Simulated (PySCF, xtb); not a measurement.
C2H6BFO2, SMILES COB(O)CF.

GFN2-xTB (xtb) at its own geometry gives an orbital gap of 7.00 eV and a dipole moment of 1.62 D.

Geometry: r2SCAN-D4/def2-SVP. The structure was generated by enumeration, and PubChem lists no compound with its InChIKey, so it may never have been made. Other conformers were not sampled.

**Question.** What does PBE/def2-TZVP run with PySCF give? (Estimate from the structure and the level; the computed values follow.)

**Answer.** gap 7.09 eV (levels -7.11 and -0.02 eV), dipole 0.83 D.
